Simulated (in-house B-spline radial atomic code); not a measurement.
A fraction x of an electron is moved 3d → 4d in Se+, starting from [Ar] 3d10 4s2 4p3 and keeping the highest spin. All numbers are computed (non-relativistic PW91, spin-polarised, spherical fractional occupations; point nucleus) with an all-electron radial atomic-structure program (B-spline basis), not measured.

| x | E(x) - E(0) (eV) | 3d down level (eV) | 4d up level (eV) |
| --- | --- | --- | --- |
| 0 | 0.0000 | -64.562 | - |
| 0.125 | 7.6558 | -66.522 | -4.412 |
| 0.25 | ? | ? | ? |
| 0.375 | 23.6177 | -70.370 | -4.812 |
| 0.5 | 31.9178 | -72.271 | -5.030 |
| 0.625 | 40.4275 | -74.161 | -5.248 |
| 0.75 | 49.1455 | -76.038 | -5.463 |
| 0.875 | ? | ? | ? |
| 1 | 67.2031 | -79.763 | -5.882 |

(1) What belongs in the row x = 0.25?

(2) What belongs in the row x = 0.875?

(3) Check Janak's theorem between x = 0.375 and 0.5.

Results:

(1) An energy change of 15.5292 eV; 3d down at -68.454 eV, 4d up at -4.600 eV.

(2) An energy change of 58.0710 eV; 3d down at -77.906 eV, 4d up at -5.675 eV.

(3) The slope of the energy is 66.40 eV; the orbital levels give 66.40 eV (ε of the receiving orbital less ε of the emptying one, averaged over the two points).
